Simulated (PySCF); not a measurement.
Simulated C 1s region for `C=C[Si](C=C)(C=C)N(C)C` (Si(vinyl)3(NMe2)), binding energy against the vacuum level.

Every computed line was given a Gaussian of 0.7 eV full width at half maximum and an area set by the number of equivalent atoms; the highest printed point is 100. Computed, not measured: PySCF 2.14.0, delta-SCF UKS SCAN, pcX-2 on the ionised atom, pcseg-1 elsewhere, spin-free X2C.

binding energy (eV), intensity and a bar:
```
    288.6          0 
    288.7          1 
    288.8          2 
    288.9          4 #
    289.0          8 ##
    289.1         15 ####
    289.2         25 ########
    289.3         40 ############
    289.4         56 #################
    289.5         72 ######################
    289.6         86 ##########################
    289.7         96 #############################
    289.8        100 ##############################
    289.9         99 ##############################
    290.0         92 ############################
    290.1         81 ########################
    290.2         66 ####################
    290.3         50 ###############
    290.4         35 ###########
    290.5         25 ########
    290.6         21 ######
    290.7         22 ######
    290.8         27 ########
    290.9         34 ##########
    291.0         40 ############
    291.1         43 #############
    291.2         41 ############
    291.3         36 ###########
    291.4         27 ########
    291.5         19 ######
    291.6         12 ###
    291.7          6 ##
    291.8          3 #
    291.9          1 
    292.0          1 
    292.1          0
```

**Question.** Count the maxima, the lines and the sites behind this envelope.

**Answer.** The curve has 2 maxima (at 289.8 and 291.1 eV). Under it lie 3 lines from 3 inequivalent carbon sites. At this width some lines have no maximum of their own.

**Question.** Decompose the envelope and assign each component. Bonds: Si1–C2, Si1–C7, Si1–C12, Si1–N17, C2–C3, C7–C8, C12–C13, N17–C18, N17–C19. Hydrogens: H4 on C2; H5, H6 on C3; H9 on C7; H10, H11 on C8; H14 on C12; H15, H16 on C13; H20, H21, H22 on C18; H23, H24, H25 on C19.

**Answer.** 
```csv
position (eV),relative area,line,atoms,environment
289.62,3,C 1s,C2/C7/C12,"carbon bonded to C, Si and H"
290.04,3,C 1s,C3/C8/C13,carbon bonded to C and 2 H
291.12,2,C 1s,C18/C19,carbon bonded to N and 3 H
```

**Question.** What are the centre and the root-mean-square width of the whole band?

**Answer.** The area-weighted mean of the lines is 290.15 eV. Their own spread about it is 0.59 eV (rms) and each Gaussian has σ = 0.7/2.355 = 0.30 eV; the variances add, which gives 0.66 eV.

Lowest listed C 1s: C2/C7/C12, bonded to C, H and Si. Highest, 1.50 eV above it: C18/C19, bonded to N and 3 H. The widest gap between neighbouring values is 1.08 eV, between 290.04 and 291.12 eV.

The curve has no shake-up lines and no vibrational structure. One atom of each set of topologically equivalent atoms was ionised and stands for the set; in this conformer not all members are related by symmetry, and their own values weren't computed. Isolated species at its PBE0-D3(BJ)/def2-SVP geometry (one conformer only).

Hardware: one thread of an Arm Neoverse V1, no GPU (shared host). Cost: 2.5 min wall, 1.1 GiB resident at most.
